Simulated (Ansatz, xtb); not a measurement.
Homolysis of single bonds, series Al Br-OH. Isolated molecules, 0 K electronic values unless said otherwise. One relaxed conformer stands for each flexible species; it need not be the lowest. Strings in code marks are SMILES.

Quantity: homolytic bond dissociation enthalpy at 298 K (no spin–orbit term), in kJ/mol. Thermal and zero-point terms are GFN2-xTB rigid-rotor harmonic values (xtb).

Case: Br–Al bond of `[Br][Al]([Br])[Br]`, giving `[Br]` and `[Br][Al][Br]`. Geometry of `[Br][Al]([Br])[Br]` (neutral, multiplicity 1, Å):

```xyz
4

Br    -0.8940     2.0422     0.0152
Al     0.0000     0.0000     0.0000
Br     2.2154    -0.2468    -0.0347
Br    -1.3215    -1.7954     0.0196
```

Task: Estimate the homolytic bond dissociation enthalpy at 298 K (no spin–orbit term) that frozen-core CCSD(T)/cc-pVTZ // PBE0-D4/def2-TZVP (Ansatz, a quantum-chemistry and plane-wave program) returns for this input.

Result: 415.9 kJ/mol.
